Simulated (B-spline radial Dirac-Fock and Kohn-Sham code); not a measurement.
## What relativity does to the binding energies of Tl⁴³⁺

System: Tl⁴³⁺, configuration 1s2 2s2 2p6 3s2 3p6 3d10 4s2 4p6 4d2.

Both columns are ΔSCF binding energies of the configuration average from a B-spline atomic structure program: non-relativistic Hartree-Fock with a point nucleus, and Dirac-Fock with a finite nucleus and the Coulomb interaction alone, averaged over the two j levels with weights 2j+1.

| shell | Hartree-Fock (eV) | Dirac-Fock (eV) | shift (eV) | shift (%) |
| --- | --- | --- | --- | --- |
| 1s | 79583.4 | 88090.1 | +8506.64 | +10.69 |
| 2s | 15201.0 | 17503.5 | +2302.49 | +15.15 |
| 2p | 14687.2 | 15472.4 | +785.18 | +5.35 |
| 3s | 5139.6 | 5742.7 | +603.06 | +11.73 |
| 3p | 4901.7 | 5136.9 | +235.18 | +4.80 |
| 3d | 4466.7 | 4454.6 | -12.14 | -0.27 |
| 4s | 2409.5 | 2612.3 | +202.84 | +8.42 |
| 4p | 2294.9 | 2378.4 | +83.53 | +3.64 |
| 4d | 2116.3 | 2121.1 | +4.79 | +0.23 |

Relativity binds 1s, 2s, 2p, 3s, 3p, 4s, 4p, 4d more strongly, among those listed most of all 2s in relative terms, and 3d more weakly, because the contracted s and p shells screen the nucleus better.

Values without a named source are computed, but for edge energies of neutral atoms, which are taken from tables.
